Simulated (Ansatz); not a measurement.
Wavefunction ladder for C3H5BClF, SMILES `FC1(Cl)CBC1`

```xyz
11

F    -0.452    0.714    1.911
C     0.200    0.394    0.761
Cl    1.893    0.953    0.925
C     0.152   -1.074    0.334
B    -0.035   -0.508   -1.127
C    -0.418    0.906   -0.541
H     0.955   -1.737    0.648
H    -0.807   -1.496    0.665
H     0.099   -0.954   -2.223
H    -1.508    0.941   -0.412
H    -0.080    1.860   -0.941
```

The species carries charge 0 and has multiplicity 1. The geometry is a stationary point of PBE0-D4/def2-TZVP. Frozen core, restricted reference, Ansatz 0.2.0. CBS rows extrapolate triple and quadruple zeta; past MP2 they add the triple-zeta difference.

```tsv
basis	HF (Eh)	MP2 corr.
def2-TZVPP	-700.20482	-1.03045
def2-QZVPP	-700.22795	-1.11237
```

Task: Estimate the CCSD correlation energy and the (T) correction in each basis where they were run (hartree).

Result: 
```json
{"basis": "def2-TZVPP", "CCSD corr.": "-1.07581", "(T)": "-0.04438"}
{"basis": "CBS(def2)", "CCSD corr.": "-1.21840", "(T)": "as TZ"}
```
